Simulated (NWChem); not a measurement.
Molecule: SiNH₄OCl; SMILES N[SiH](O)Cl

```xyz
8

Si    -0.0771    -0.5332    -0.4050
N      1.2501    -1.3414     0.2814
O     -1.4318    -1.0303     0.4008
Cl    -0.0555     1.5508    -0.2187
H     -0.0776    -0.8004    -1.8628
H      2.1148    -1.4568    -0.2324
H      1.3858    -1.3853     1.2846
H     -2.1190    -0.3650     0.5037
```
Atoms are numbered in this order, from 1.

Level: PBE0/def2-SVP (NWChem), optimised geometry, unscaled harmonic frequencies. 

Task: List the harmonic frequencies with IR intensities, and the thermochemistry.

Result: 
```json
[
 {"frequency (cm⁻¹)": "189", "IR intensity (km/mol)": "8.3"},
 {"frequency (cm⁻¹)": "204", "IR intensity (km/mol)": "28.9"},
 {"frequency (cm⁻¹)": "251", "IR intensity (km/mol)": "69.3"},
 {"frequency (cm⁻¹)": "313", "IR intensity (km/mol)": "60.4"},
 {"frequency (cm⁻¹)": "339", "IR intensity (km/mol)": "88.0"},
 {"frequency (cm⁻¹)": "376", "IR intensity (km/mol)": "95.0"},
 {"frequency (cm⁻¹)": "521", "IR intensity (km/mol)": "127.5"},
 {"frequency (cm⁻¹)": "735", "IR intensity (km/mol)": "43.1"},
 {"frequency (cm⁻¹)": "794", "IR intensity (km/mol)": "50.2"},
 {"frequency (cm⁻¹)": "852", "IR intensity (km/mol)": "70.9"},
 {"frequency (cm⁻¹)": "882", "IR intensity (km/mol)": "320.7"},
 {"frequency (cm⁻¹)": "902", "IR intensity (km/mol)": "61.8"},
 {"frequency (cm⁻¹)": "990", "IR intensity (km/mol)": "193.6"},
 {"frequency (cm⁻¹)": "1531", "IR intensity (km/mol)": "69.5"},
 {"frequency (cm⁻¹)": "2292", "IR intensity (km/mol)": "126.0"},
 {"frequency (cm⁻¹)": "3626", "IR intensity (km/mol)": "51.2"},
 {"frequency (cm⁻¹)": "3732", "IR intensity (km/mol)": "54.2"},
 {"frequency (cm⁻¹)": "3933", "IR intensity (km/mol)": "111.5"}
]
```

```yaml
zero_point_energy: 32.1 kcal/mol
thermal correction to the enthalpy at 298.15 K (with zero-point energy): 36.6 kcal/mol
heat capacity Cv: 20.9 cal/(mol K)
entropy at 298.15 K and 1 atm (symmetry number 1): 77.1 cal/(mol K)
dipole_moment: 1.04 D
```

Rigid rotor and harmonic oscillator.
